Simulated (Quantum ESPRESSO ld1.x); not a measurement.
The numbers below are computed, except where a source is named.
Problem. All-electron atom: Er I in [Xe] 4f12 6s2. Code: ld1.x of Quantum ESPRESSO 7.5. Model: Dirac Kohn-Sham, PBE, spin-unpolarised, spherical densities, point nucleus; open shells fill j = l - 1/2 first. Some entries of the table are withheld. Estimate them.

| orbital | occ. | eigenvalue (hartree) | <1/r> (bohr^-1) | <r> (bohr) |
|---|---|---|---|---|
| 1s1/2 | 2 | -2106.06 | 77.59 | 0.02037 |
| 2s1/2 | 2 | -353.596 | 18.66 | 0.08589 |
| 2p1/2 | 2 | -336.760 | 18.63 | 0.07147 |
| 2p3/2 | 4 | -303.063 | 16.15 | 0.07875 |
| 3s1/2 | 2 | -79.2201 | 6.828 | 0.2249 |
| 3p1/2 | 2 | -71.8396 | (1) | 0.2146 |
| 3p3/2 | 4 | -64.7622 | (2) | 0.2283 |
| 3d3/2 | 4 | -52.1542 | (3) | 0.2012 |
| 3d5/2 | 6 | -50.6076 | (4) | 0.2055 |
| 4s1/2 | 2 | -15.6242 | 2.855 | 0.5080 |
| 4p1/2 | 2 | -12.6759 | (5) | 0.5172 |
| 4p3/2 | 4 | -11.0837 | (6) | 0.5486 |
| 4d3/2 | 4 | -6.23548 | 2.305 | 0.5774 |
| 4d5/2 | 6 | -5.94622 | 2.251 | 0.5886 |
| 5s1/2 | 2 | -1.90168 | 1.064 | 1.254 |
| 5p1/2 | 2 | -1.10914 | (7) | 1.419 |
| 5p3/2 | 4 | -0.91283 | (8) | 1.534 |
| 6s1/2 | 2 | -0.14086 | 0.3121 | (9) |
| 4f5/2 | 6 | -0.13531 | 1.658 | (10) |
| 4f7/2 | 6 | -0.09559 | 1.626 | (11) |

Solution. 
(1) 3p1/2 <1/r> (bohr^-1): 6.742
(2) 3p3/2 <1/r> (bohr^-1): 6.110
(3) 3d3/2 <1/r> (bohr^-1): 5.995
(4) 3d5/2 <1/r> (bohr^-1): 5.841
(5) 4p1/2 <1/r> (bohr^-1): 2.746
(6) 4p3/2 <1/r> (bohr^-1): 2.527
(7) 5p1/2 <1/r> (bohr^-1): 0.9297
(8) 5p3/2 <1/r> (bohr^-1): 0.8509
(9) 6s1/2 <r> (bohr): 4.019
(10) 4f5/2 <r> (bohr): 0.8214
(11) 4f7/2 <r> (bohr): 0.8460
